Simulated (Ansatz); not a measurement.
C2H4ClFSi, SMILES `F[C@H]1[SiH2][C@@H]1Cl`. The species carries charge 0 and has multiplicity 1.

Z-matrix (Å, degrees):
```
C
Si 1 1.873
C 1 1.507 2 66.1
F 1 1.366 2 127.3 3 107.2
H 1 1.090 2 113.7 3 -106.6
H 2 1.476 1 116.6 3 109.1
H 2 1.476 1 121.8 3 -97.0
Cl 3 1.757 1 120.0 2 -123.3
H 3 1.089 1 111.8 2 104.1
```

(1) What are the harmonic wavenumbers in cm⁻¹ at PBE0-D4/def2-TZVP (Ansatz, finite differences of forces, unscaled)? (An estimate is asked.)

(2) Is this a minimum?

(3) Give the ideal-gas thermochemistry at 298.15 K and 1 bar (rigid rotor, harmonic oscillator; point group C1, symmetry number 1).

(4) And at 400, 500, 600, 800 and 1000 K?

Answers

(1) The calculation gave: 135, 236, 282, 333, 488, 544, 617, 677, 708, 823, 897, 944, 1008, 1093, 1142, 1237, 1383, 2266, 2296, 3129, 3147.

(2) Yes, all 21 modes are real.

(3) Zero-point energy 139.9 kJ/mol; H(298) − E = 157.9 kJ/mol; entropy 326.5 J/(mol·K), of which translation 167.5, rotation 115.1, vibration 43.8; G(298) − E = 60.5 kJ/mol.

(4) 
```json
{"T (K)": "400", "H − E (kJ/mol)": "168.7", "S (J/mol/K)": "357.6", "G − E (kJ/mol)": "25.7"}
{"T (K)": "500", "H − E (kJ/mol)": "181.1", "S (J/mol/K)": "385.1", "G − E (kJ/mol)": "-11.5"}
{"T (K)": "600", "H − E (kJ/mol)": "194.8", "S (J/mol/K)": "410.1", "G − E (kJ/mol)": "-51.3"}
{"T (K)": "800", "H − E (kJ/mol)": "225.1", "S (J/mol/K)": "453.6", "G − E (kJ/mol)": "-137.8"}
{"T (K)": "1000", "H − E (kJ/mol)": "258.2", "S (J/mol/K)": "490.5", "G − E (kJ/mol)": "-232.3"}
```
